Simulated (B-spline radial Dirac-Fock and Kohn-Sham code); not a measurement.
Anomalous scattering factors of Ti, 669.3 eV to 4 keV

Method: the dispersion relation over Dirac-Hartree-Slater subshell photoionisation cross sections, with the Kissel-Pratt high-energy constant (isolated atom, no bound-bound lines or fine structure). Computed with an atomic code on a B-spline grid. The forward scattering factor is f₀ + f′ + i f″.

Edges near this range: K 4966.0 eV, L1 560.9 eV.

| hν (eV) | λ (Å) | f′ (e) | f″ (e) | tabulated f′ | tabulated f″ |
| --- | --- | --- | --- | --- | --- |
| 669.3 | 18.52 | -4.159 | 11.165 | – | 11.14 |
| 776.4 | 15.97 | -2.300 | 9.247 | – | 9.17 |
| 900.5 | 13.77 | -1.234 | 7.552 | – | 7.44 |
| 943.4 | 13.14 | -1.008 | 7.071 | – | 6.96 |
| 1000 | 12.40 | -0.781 | 6.503 | -0.44 | 6.41 |
| 1167 | 10.62 | -0.406 | 5.178 | -0.14 | 5.01 |
| 1253.6 | 9.890 | -0.316 | 4.647 | -0.10 | 4.47 |
| 1273 | 9.740 | -0.302 | 4.539 | -0.09 | 4.36 |
| 1486.9 | 8.338 | -0.245 | 3.567 | -0.08 | 3.41 |
| 1510 | 8.211 | -0.246 | 3.482 | -0.08 | 3.32 |
| 1768 | 7.013 | ? | ? | ? | ? |
| 1870 | 6.630 | -0.349 | 2.472 | -0.23 | 2.37 |
| 2000 | 6.199 | -0.406 | 2.214 | -0.30 | 2.12 |
| 2277 | 5.445 | -0.538 | 1.787 | -0.46 | 1.71 |
| 2705 | 4.584 | -0.753 | 1.337 | -0.71 | 1.28 |
| 2984.4 | 4.154 | -0.898 | 1.130 | -0.87 | 1.09 |
| 3066 | 4.044 | -0.942 | 1.079 | -0.92 | 1.04 |
| 3491 | 3.552 | -1.187 | 0.862 | -1.18 | 0.81 |
| 4000 | 3.100 | -1.564 | 0.679 | -1.60 | 0.63 |

Problem. What are f′ and f″ at 1768 eV?

Solution. f′ = -0.309 and f″ = 2.707 electrons (tables: -0.18 and 2.59). By the optical theorem f″ corresponds to a photoabsorption cross section 2 rₑ λ f″ = 107000 b.

Tabulated f′: xraylib 4.2 anomalous scattering factors (Cullen et al., EPDL97); f″: Chantler's tables (J. Phys. Chem. Ref. Data 1995 and 2000). Both are theoretical tables.
